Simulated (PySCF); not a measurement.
# Hartree-Fock beside MP2: ClH2NOSi

These are calculations, not measurements. The program is PySCF 2.14.0, an open-source quantum chemistry code, run on an isolated molecule that a program drew, which may never have been made. The molecule is ClH2NOSi (charge 0, singlet), drawn as the SMILES string `N[Si](=O)Cl`.

The geometry was optimised and harmonic frequencies were computed with HF and MP2, all in the cc-pV(D+d)Z basis, for the commonest isotopes, with a restricted reference for singlets and an unrestricted one otherwise, and a frozen core in MP2. Each result is a local minimum of its method.

Geometry at the HF minimum:
```xyz
6
ClH2NOSi, angstrom
N    -3.1516   -0.5538   -2.3081
Si   -2.5002   -0.2289   -0.8186
O    -2.2891   -1.1776    0.3109
Cl   -2.0198    1.7391   -0.7807
H    -3.4629   -1.4746   -2.5514
H    -3.2720    0.1238   -3.0340
```

Lengths of the bonds as drawn, in Å (atoms numbered as above):
```
   bond     HF    MP2
 N1-Si2  1.658  1.679
 Si2-O3  1.490  1.530
Si2-Cl4  2.026  2.038
  N1-H5  1.002  1.015
  N1-H6  1.000  1.014
```

Rotational constants, in GHz:
```
constant     HF    MP2
       A  7.489  7.231
       B  3.727  3.669
       C  2.489  2.434
```

Harmonic frequencies in cm^-1, each column in rising order, so a row needn't be the same motion in every method:
| rank | HF | MP2 |
|---|---|---|
| 1 | 264 | 251 |
| 2 | 315 | 285 |
| 3 | 367 | 287 |
| 4 | 418 | 333 |
| 5 | 493 | 462 |
| 6 | 566 | ? |
| 7 | 882 | 812 |
| 8 | 965 | 910 |
| 9 | 1376 | 1255 |
| 10 | 1671 | 1543 |
| 11 | 3794 | 3625 |
| 12 | 3905 | 3748 |

**Estimate the missing MP2 frequency from the HF column.**

A single factor s that minimises the squared misfit of MP2 against s times HF over the other rows is sum(HF x MP2) / sum(HF^2) = 0.9499, with an rms misfit of 37 cm^-1. For rank 6 it gives 0.9499 x 566 = 538 cm^-1. The calculation gives 544 cm^-1, 6 cm^-1 above the estimate. The drawn bonds are on average 1.4 % longer in MP2 than in HF.
